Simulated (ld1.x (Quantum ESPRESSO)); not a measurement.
**Building the PAW potential for Zr (PBE, fully relativistic).**

ld1.x (Quantum ESPRESSO) 7.5 input, shortened:

```
&input
   title='Zr', zed=40., rel=2, dft='PBE', iswitch=3,
   config='[Kr] 4d2 5s2 5p0', rel_dist='average'
 /
 &inputp
   pseudotype=3, lpaw=.true., tm=.true., lloc=-2, rcloc=1.65,
   nlcc=.true., new_core_ps=.true., rcore=1.55,
   which_augfun='BESSEL', rmatch_augfun=1.20
 /
6
4S  1  0   2.00   0.00  1.55  1.80  0.0
5S  2  0   2.00   0.00  1.55  1.80  0.0
4P  2  1   6.00   0.00  1.90  3.40  0.0
5P  3  1   0.00   0.00  1.90  3.40  0.0
4D  3  2   2.00   0.00  1.40  1.85  0.0
4D  3  2   0.00   3.10  1.40  1.85  0.0
 &test
   configts(1)='4s2 4p6 4d2 5s2 5p0'
 /
```

Open shells are filled in proportion to 2j + 1 (rel_dist='average').

Poles of the logarithmic derivatives, all-electron (AE) and pseudo (PS). s: poles at 0.6, 4.9 (AE) and 0.6, 4.3 (PS) Ry. p1/2: poles at -2.5, 1.2 (AE) and -2.5, 1.2 (PS) Ry. p3/2: poles at -2.3, 1.3 (AE) and -2.3, 1.2 (PS) Ry. d3/2: poles at -0.1, 2.7 (AE) and -0.1, 2.7 (PS) Ry. d5/2: poles at -0.1, 2.7 (AE) and -0.1, 2.7 (PS) Ry. Test radius 3.69 bohr.

* Configuration tests: test run stopped at test 7 of 7 (negative rho), 1 before it not solved; not counted: 4s2 4p6 4d2 5s1 5p1 (solver errors, printed error -2.0 eV)

The ghost test of this file was not conclusive.
